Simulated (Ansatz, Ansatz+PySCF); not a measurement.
```tsv
atom	x (Å)	y (Å)	z (Å)
H	0.0000	0.0000	-1.2320
Be	0.0000	0.0000	0.0000
H	0.0000	0.0000	1.2320
```

Basis set: def2-SVP (spherical functions). All electrons are correlated. Charge 0, multiplicity 1.

Computed with Ansatz (development build ahead of 0.2.0); each method stands on the lowest determinant of its kind that the runs found. Restricted open shells among the atoms or ions are ROHF, correlated in semicanonical orbitals with singles.

The atomization energy at this shape (free ground-state atoms in the same class of orbitals less the molecule, no zero-point energy) of singlet BeH2:

| method | atomization energy |
| --- | --- |
| RHF-MP2 | 5.88 eV |
| UHF-MP2 | 5.98 eV |
| RHF | 5.27 eV |

**Question.** What does RHF-CCSD(T) give?

**Answer.** 5.68 eV. Caution: the shape is not the minimum.
